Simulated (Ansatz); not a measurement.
## A reaction path, image by image

GeH₄SO, singlet, from GeH₄SO ([OH][GeH2][SH]) to GeH₄SO ([OH2][GeH2][S]); B3LYP-D4/def2-SVP (Ansatz 0.2.0). Settings:

```yaml
hamiltonian: {xc: {name: B3LYP}, dispersion: d4}
neb:
  images: 7
  climbing: true
  max_iterations: 60
  initial_path: idpp
  f_tol: 0.1
```

First end:

```json
{"atom": "Ge1", "x (Å)": "-0.1901", "y (Å)": "0.3126", "z (Å)": "0.4617"}
{"atom": "O2", "x (Å)": "1.3971", "y (Å)": "0.7307", "z (Å)": "-0.2183"}
{"atom": "S3", "x (Å)": "-1.2357", "y (Å)": "-1.1604", "z (Å)": "-0.8271"}
{"atom": "H4", "x (Å)": "-0.3347", "y (Å)": "-2.1330", "z (Å)": "-0.6105"}
{"atom": "H5", "x (Å)": "-1.1235", "y (Å)": "1.5334", "z (Å)": "0.4980"}
{"atom": "H6", "x (Å)": "0.1450", "y (Å)": "-0.2582", "z (Å)": "1.8416"}
{"atom": "H7", "x (Å)": "1.3418", "y (Å)": "0.9747", "z (Å)": "-1.1455"}
```

Second end:

```
7
angstrom
Ge -0.6894 0.2522 0.6040
O 1.1381 -0.3107 -0.4406
S -1.9342 -1.0440 -0.3929
H 0.6846 -0.9975 -0.9632
H -0.5469 1.7512 0.2517
H -0.1086 -0.0029 2.0074
H 1.4564 0.3517 -1.0664
```

The ends were relaxed with PBE0-D4 in triple zeta, so they are not quite minima here (largest force components 0.36 and 0.33 eV/Å).

Energies along the converged band: It took 10 iterations. Path lengths are measured after rigid turns and shifts between images are taken out.
```
       image  path length (Å)  energy (eV)
           0             0.00        0.000
           1             0.36        0.007
           2             0.72        0.047
           3             1.08        0.107
           4             1.44        0.294
           5             1.80        0.747
6 (climbing)             2.16        1.251
           7             2.55        0.958
           8             2.95        0.879
```
Energies count from the first end.

The images between the ends:
Image 1:
```json
{"atom": "Ge1", "x (Å)": "-0.2127", "y (Å)": "0.3283", "z (Å)": "0.5001"}
{"atom": "O2", "x (Å)": "1.4112", "y (Å)": "0.5962", "z (Å)": "-0.1945"}
{"atom": "S3", "x (Å)": "-1.3143", "y (Å)": "-1.1787", "z (Å)": "-0.7482"}
{"atom": "H4", "x (Å)": "-0.2518", "y (Å)": "-2.0154", "z (Å)": "-0.8143"}
{"atom": "H5", "x (Å)": "-1.0906", "y (Å)": "1.5970", "z (Å)": "0.4619"}
{"atom": "H6", "x (Å)": "0.0851", "y (Å)": "-0.1521", "z (Å)": "1.9284"}
{"atom": "H7", "x (Å)": "1.3730", "y (Å)": "0.8245", "z (Å)": "-1.1334"}
```

Image 2:
```json
{"atom": "Ge1", "x (Å)": "-0.2351", "y (Å)": "0.3278", "z (Å)": "0.5266"}
{"atom": "O2", "x (Å)": "1.4091", "y (Å)": "0.4333", "z (Å)": "-0.1664"}
{"atom": "S3", "x (Å)": "-1.3608", "y (Å)": "-1.2193", "z (Å)": "-0.6568"}
{"atom": "H4", "x (Å)": "-0.2028", "y (Å)": "-1.8328", "z (Å)": "-0.9956"}
{"atom": "H5", "x (Å)": "-1.0109", "y (Å)": "1.6564", "z (Å)": "0.3955"}
{"atom": "H6", "x (Å)": "0.0061", "y (Å)": "-0.0705", "z (Å)": "1.9909"}
{"atom": "H7", "x (Å)": "1.3944", "y (Å)": "0.7050", "z (Å)": "-1.0943"}
```

Image 3:
```json
{"atom": "Ge1", "x (Å)": "-0.2595", "y (Å)": "0.3181", "z (Å)": "0.5476"}
{"atom": "O2", "x (Å)": "1.3871", "y (Å)": "0.2448", "z (Å)": "-0.1507"}
{"atom": "S3", "x (Å)": "-1.3781", "y (Å)": "-1.2669", "z (Å)": "-0.5903"}
{"atom": "H4", "x (Å)": "-0.1770", "y (Å)": "-1.5959", "z (Å)": "-1.1218"}
{"atom": "H5", "x (Å)": "-0.8973", "y (Å)": "1.7072", "z (Å)": "0.3248"}
{"atom": "H6", "x (Å)": "-0.0848", "y (Å)": "-0.0130", "z (Å)": "2.0378"}
{"atom": "H7", "x (Å)": "1.4095", "y (Å)": "0.6056", "z (Å)": "-1.0474"}
```

Image 4:
```json
{"atom": "Ge1", "x (Å)": "-0.3069", "y (Å)": "0.3081", "z (Å)": "0.5583"}
{"atom": "O2", "x (Å)": "1.3051", "y (Å)": "0.0204", "z (Å)": "-0.1988"}
{"atom": "S3", "x (Å)": "-1.3885", "y (Å)": "-1.2560", "z (Å)": "-0.6195"}
{"atom": "H4", "x (Å)": "-0.1061", "y (Å)": "-1.3490", "z (Å)": "-1.0666"}
{"atom": "H5", "x (Å)": "-0.7696", "y (Å)": "1.7565", "z (Å)": "0.2940"}
{"atom": "H6", "x (Å)": "-0.1479", "y (Å)": "0.0095", "z (Å)": "2.0573"}
{"atom": "H7", "x (Å)": "1.4139", "y (Å)": "0.5103", "z (Å)": "-1.0247"}
```

Image 5:
```json
{"atom": "Ge1", "x (Å)": "-0.3854", "y (Å)": "0.3061", "z (Å)": "0.5678"}
{"atom": "O2", "x (Å)": "1.1909", "y (Å)": "-0.1835", "z (Å)": "-0.2860"}
{"atom": "S3", "x (Å)": "-1.4130", "y (Å)": "-1.2095", "z (Å)": "-0.6587"}
{"atom": "H4", "x (Å)": "-0.0138", "y (Å)": "-1.1454", "z (Å)": "-0.9558"}
{"atom": "H5", "x (Å)": "-0.6451", "y (Å)": "1.7974", "z (Å)": "0.2802"}
{"atom": "H6", "x (Å)": "-0.1754", "y (Å)": "0.0334", "z (Å)": "2.0663"}
{"atom": "H7", "x (Å)": "1.4419", "y (Å)": "0.4014", "z (Å)": "-1.0138"}
```

Image 6:
```json
{"atom": "Ge1", "x (Å)": "-0.4968", "y (Å)": "0.3014", "z (Å)": "0.5848"}
{"atom": "O2", "x (Å)": "1.0998", "y (Å)": "-0.3297", "z (Å)": "-0.3790"}
{"atom": "S3", "x (Å)": "-1.5050", "y (Å)": "-1.1489", "z (Å)": "-0.6438"}
{"atom": "H4", "x (Å)": "0.1791", "y (Å)": "-0.9958", "z (Å)": "-0.8828"}
{"atom": "H5", "x (Å)": "-0.5551", "y (Å)": "1.8152", "z (Å)": "0.2751"}
{"atom": "H6", "x (Å)": "-0.1742", "y (Å)": "0.0509", "z (Å)": "2.0700"}
{"atom": "H7", "x (Å)": "1.4522", "y (Å)": "0.3068", "z (Å)": "-1.0244"}
```

Image 7:
```json
{"atom": "Ge1", "x (Å)": "-0.6306", "y (Å)": "0.2908", "z (Å)": "0.6061"}
{"atom": "O2", "x (Å)": "1.1205", "y (Å)": "-0.3725", "z (Å)": "-0.4178"}
{"atom": "S3", "x (Å)": "-1.7106", "y (Å)": "-1.0849", "z (Å)": "-0.5482"}
{"atom": "H4", "x (Å)": "0.4504", "y (Å)": "-0.9576", "z (Å)": "-0.8984"}
{"atom": "H5", "x (Å)": "-0.5219", "y (Å)": "1.8023", "z (Å)": "0.2636"}
{"atom": "H6", "x (Å)": "-0.1685", "y (Å)": "0.0564", "z (Å)": "2.0628"}
{"atom": "H7", "x (Å)": "1.4608", "y (Å)": "0.2653", "z (Å)": "-1.0682"}
```

The band counts as converged below 0.1 eV/Å. Hardware: 2 CPU threads of an Intel Xeon Platinum 8488C, shared host. Wall time about 2.2 min.
